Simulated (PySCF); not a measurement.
Atom-mapped SMILES (the numbers label the heavy atoms): `[F:1][SiH2:2][CH2:3][Cl:4]`. Each H is labelled by its parent atom.

GIAO PBE0/pcSseg-1 shifts (PySCF, gas phase, non-relativistic, equivalent atoms averaged), each against references optimised in the same way as the molecule (CFCl3, TMS, HCl).

On the GFN2-xTB geometry: F1 -214.8, Si2 -6.4, C3 30.2, Cl4 -33, H(Si2) 4.98, H(C3) 3.27 ppm.

Q: What changes on the PBE0-D3(BJ)/def2-SVP geometry?

A: 
```json
{"atoms": "F1", "δ (ppm)": "-199.9", "change": "+14.9"}
{"atoms": "Si2", "δ (ppm)": "-8.1", "change": "-1.7"}
{"atoms": "C3", "δ (ppm)": "28.8", "change": "-1.4"}
{"atoms": "Cl4", "δ (ppm)": "-35", "change": "-2"}
{"atoms": "H(Si2)", "δ (ppm)": "4.80", "change": "-0.18"}
{"atoms": "H(C3)", "δ (ppm)": "3.00", "change": "-0.27"}
```

Unscaled 19F shifts against computed CFCl3 carry errors that often reach 10 to 50 ppm.

Bonds between heavy atoms that differ most (equivalent bonds averaged): Si2–C3 1.906 → 1.880 Å, F1–Si2 1.612 → 1.628 Å, C3–Cl4 1.789 → 1.793 Å. Mean change of bonds to hydrogen: Si–H +0.034 Å, C–H +0.011 Å.
